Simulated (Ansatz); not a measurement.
Computed with Ansatz on PBE0-D4/def2-TZVP structures; ΔE is electronic, products minus reactants. CCSD(T)/CBS is the MP2 limit (def2-TZVPP, def2-QZVPP) plus CCSD(T) − MP2 in def2-TZVPP, frozen cores. This one scheme is used for every species. DFT in def2-TZVPP. HSE06 is defined as in plane-wave codes. One conformer a species, not always the lowest.

Reaction (silylene formation by 1,1-elimination): `O[SiH](O)O[SiH](F)F` → `F[Si]F` + `O[SiH](O)O`

```csv
level,ΔE (kJ/mol)
HSE06-D4,282.7
RPA@PBE/def2-TZVPP,265.4
```

(1) What does CCSD(T)/CBS give? (An estimate is asked.)

(2) What do rigid-rotor, harmonic-oscillator terms from PBE0-D4/def2-TZVP frequencies (298.15 K, 1 bar) make of the CCSD(T)/CBS value? (An estimate is asked.)

Largest T1 diagnostic among the species: 0.015.

## Answers

(1) Computed: +285.5 kJ/mol. The listed levels differ from it by -2.8, -20.1 kJ/mol.

(2) The calculation gave: ΔZPE = -5.3 kJ/mol, ΔH = +282.2 kJ/mol, ΔS = 149 J/(mol·K), ΔG = +237.8 kJ/mol. Modes under 50 cm⁻¹ make the entropy rough.

From r2SCAN to r2SCAN0 (25 % exact exchange), in def2-TZVPP and without D4, ΔE moves by +9.1 kJ/mol. At CCSD(T), def2-SVP lies −15.9 kJ/mol from the extrapolated value and def2-TZVPP −3.7 kJ/mol.
